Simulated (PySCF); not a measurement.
Input for PySCF: R-HF/STO-3G on BGe2H7 (SMILES [GeH3][BH][GeH3]), a point of a torsion scan.

```python
from pyscf import gto, scf, dft, mp
from pyscf.data.elements import chemcore

mol = gto.M(
    atom='''
    Ge    1.73194293    0.16674630    0.25303932
    B     0.10589542   -0.30371469   -0.79990775
    Ge   -1.59321618   -0.92174651    0.03979978
    H     2.93420860   -0.66501085   -0.07819214
    H     2.23021304    1.56194949    0.02519729
    H     1.63103165    0.06470069    1.74258729
    H     0.15312287   -0.21920577   -1.96601347
    H    -2.01244259   -2.29829664   -0.38025518
    H    -2.79270298   -0.09555151   -0.31417270
    H    -1.63116498   -0.98161378    1.53457081
    ''',
    basis='sto-3g',
    charge=0, spin=0, verbose=3, max_memory=1800)
mf = scf.RHF(mol)
mf.conv_tol = 1e-8
mf.max_cycle = 100
mf.kernel()
if not mf.converged:
    mf = mf.newton().run(mf.mo_coeff, mf.mo_occ)
```

Program output:

```
converged SCF energy = -4131.96191564815
```

The calculation finished and met its thresholds.

Cost: very roughly 0.6 core-seconds.
